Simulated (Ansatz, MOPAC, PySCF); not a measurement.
Dimer: HF (SMILES F) (first 2 atoms) with HCl (SMILES Cl); geometry from B3LYP-D3(BJ)/def2-TZVP, rigid monomers moved along the line of their centres of mass till H2···Cl3 is 2.63 Å.
(charge 0, multiplicity 1):
```xyz
4

F     -0.012    -0.084    -0.139
H      0.154     0.134     0.751
Cl    -0.032     0.540     3.346
H     -1.246     0.123     3.327
```

Monomers are frozen at their geometry in the pair; levels with a basis set take the counterpoise correction. Rows marked so take none.

Cores are frozen in the correlated methods. CBS: X⁻³ extrapolation of the correlation energy, Hartree–Fock from the larger set. Rows in 3-21G, 6-311+G**, 6-31G* carry no dispersion term and start afresh at each structure (6-31G* with six Cartesian d functions). MP2/6-31G* freezes PySCF's default core. The state that PM7 reach isn't checked; PM7 holds dispersion and hydrogen-bond terms.

Codes used: Ansatz (Gaussian basis) for Hartree–Fock, density functionals and correlated methods; MOPAC for PM7 (differences of heats of formation); PySCF for 3-21G rows, 6-311+G** rows, 6-31G* rows, the dispersion terms. 

Other levels give for the interaction energy: PBE/def2-TZVPPD -118.0; B3LYP/def2-TZVPPD -97.9; B3LYP-D3(BJ)/def2-TZVPPD -123.0; wB97M-V/def2-TZVPPD -113.0; CCSD(T)/CBS(aug-cc-pV(T+d)Z, aug-cc-pV(Q+d)Z) -112.7 meV.

Q: What do these common cheap choices give for the same quantity: PM7, HF/6-31G*, BP86/6-31G* (no counterpoise), B3LYP/3-21G (no counterpoise), B3LYP/6-31G* (no counterpoise), B3LYP/6-311+G** (no counterpoise), M06-2X/6-31G* (no counterpoise), MP2/6-31G* (no counterpoise)?

A: PM7 -51.1; HF/6-31G* -72.2; BP86/6-31G* (no counterpoise) -92.4; B3LYP/3-21G (no counterpoise) -137.4; B3LYP/6-31G* (no counterpoise) -111.8; B3LYP/6-311+G** (no counterpoise) -102.6; M06-2X/6-31G* (no counterpoise) -112.2; MP2/6-31G* (no counterpoise) -108.4 meV. They span -137.4 to -51.1 meV.

Ansatz is a program for electronic structure.
